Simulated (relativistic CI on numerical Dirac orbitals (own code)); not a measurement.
**Cs IV: what numerical and physical settings do to a radial Dirac CI calculation**

Reference input:

```
atom Cs  Z=55  charge=3  electrons=52
nucleus A=133  rms_radius_fm=4.8041
hamiltonian dirac-coulomb  breit=on  qed=on  c_scale=1
orbitals kli  potential=per-configuration
slater_scale 1
correlation none
mixing on
grid step=0.0125 r_max=50.3
scf mixing=0.4 start=green max_iterations=150 tolerance=2e-08 node_fill=0.05
configurations
  [Kr] 4d10 5s2 5p4
  [Kr] 4d10 5s 5p5
end
```

Computed lowest total energy -7774.38320 Ha, first excitation 10741.5 cm⁻¹, 22 SCF steps. Runs with settings changed; * marks those that are bad on purpose (the QED terms keep the true α when c is scaled):

| Changed | Outcome | Lowest level | ΔE (Ha) | First excitation (cm⁻¹) | SCF steps | Message |
| --- | --- | --- | --- | --- | --- | --- |
| speed of light × 0.8 | converged | 5s²5p⁴ ³P2 | -145 | 13432.6 | 22 |  |
| SCF mixing 0.2, grid step 0.02 | converged | 5s²5p⁴ ³P2 | 0.000154 | 10741.5 | 25 |  |
| QED terms off | converged | 5s²5p⁴ ³P2 | -4.1 | 10732.1 | 22 |  |
| Breit term off, end of the grid at 150.9 bohr | converged | 5s²5p⁴ ³P2 | -6.15 | 10824.4 | 22 |  |
| iteration limit 2 * | not converged |  |  |  | 2 | SCF of 1s2 2s2 2p6 3s2 3p6 3d10 4s2 4p6 4d10 5s2 5p4 did not converge |
| speed of light × 0.4 * | converged | 5s²5p⁴ ³P2 | -2930 | 16503.7 | 26 |  |

With so few configurations and no correlation, terms lie too far apart (by 10 to 50 % near neutrality), their order can be wrong, and levels of other configurations are missing.
